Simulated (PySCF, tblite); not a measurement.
Isomers of [C6H9NO]+ (charge +1 and doublet state), one GFN2-xTB conformer each. Single-point energies are computed at B3LYP/pcH-1 (PySCF, gas phase, no added dispersion term), electronic only. GFN2-xTB treats the open shell by occupation alone, and not every SCF solution was tested for stability.

Question: Rank them by B3LYP/pcH-1 energy, lowest first (kcal/mol).
A. `[CH+:1]=[C:2][CH2:3][C:4](=[O:5])[N:6]([CH3:7])[CH3:8]` (charge +1 and doublet state) with C2–C3–C4–O5 99°, C3–C4–N6–C7 -163°
B. `[CH3:1][CH2:2][C:3]1[CH:4]=[N:5][O:6][C+:7]1[CH3:8]` (charge +1 and doublet state) with C1–C2–C3–C4 14°

Answer: B (0.0), A (8.6).

As drawn, the lower has an N–O linkage, which the higher lacks. GFN2-xTB itself gives, in the same order: 0.0, 10.5. Both levels put the same isomer lowest.

Q: What happens when harmonic zero-point energies from GFN2-xTB frequencies are added?

A: 
```json
{"SMILES": "CC[C]1C=NO[C+]1C", "ZPE (kcal/mol)": "84.8", "electronic (kcal/mol)": "0.0", "with ZPE (kcal/mol)": "0.0"}
{"SMILES": "[CH+]=[C]CC(=O)N(C)C", "ZPE (kcal/mol)": "83.7", "electronic (kcal/mol)": "8.6", "with ZPE (kcal/mol)": "7.5"}
```

The zero-point energies span 1.1 kcal/mol. The order is unchanged.
